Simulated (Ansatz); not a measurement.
Ansatz (a first-principles code) input:

Ansatz 0.2 input:
```yaml
crystal:
  periodic: [false, false, false]
  atoms:
    - {symbol: C, position_ang: [2.37374542, -0.43558128, -0.51488565]}
    - {symbol: C, position_ang: [1.54771850, -0.30890128, 0.72797045]}
    - {symbol: C, position_ang: [0.24263927, -0.06408444, 0.81699341]}
    - {symbol: C, position_ang: [-0.74107523, 0.14853751, -0.29812615]}
    - {symbol: C, position_ang: [-1.36562067, 1.54618005, -0.20085044]}
    - {symbol: C, position_ang: [-1.82633131, -0.93515893, -0.26760860]}
    - {symbol: H, position_ang: [1.79183517, -0.30308973, -1.42549594]}
    - {symbol: H, position_ang: [3.17966101, 0.30418967, -0.52028920]}
    - {symbol: H, position_ang: [2.85260631, -1.41806762, -0.56200635]}
    - {symbol: H, position_ang: [2.09629166, -0.43534193, 1.65737021]}
    - {symbol: H, position_ang: [-0.19155265, -0.00611147, 1.81331768]}
    - {symbol: H, position_ang: [-0.22262041, 0.07806496, -1.25689449]}
    - {symbol: H, position_ang: [-2.08724085, 1.70763570, -1.00476117]}
    - {symbol: H, position_ang: [-1.89124772, 1.66869321, 0.74988160]}
    - {symbol: H, position_ang: [-0.60227793, 2.32311795, -0.26316869]}
    - {symbol: H, position_ang: [-2.55025129, -0.78477525, -1.07161268]}
    - {symbol: H, position_ang: [-1.39185176, -1.92976585, -0.37795084]}
    - {symbol: H, position_ang: [-2.36980760, -0.91049919, 0.68065155]}
basis:
  gaussian:
    orbitals: def2-TZVP
hamiltonian:
  xc: {name: r2SCAN}
relax: {f_tol: 0.003, max_steps: 100}
```

Task: Which total energy does the run end on?

Result: -235.77723 Eh (r2SCAN/def2-TZVP). The basis has 258 functions.
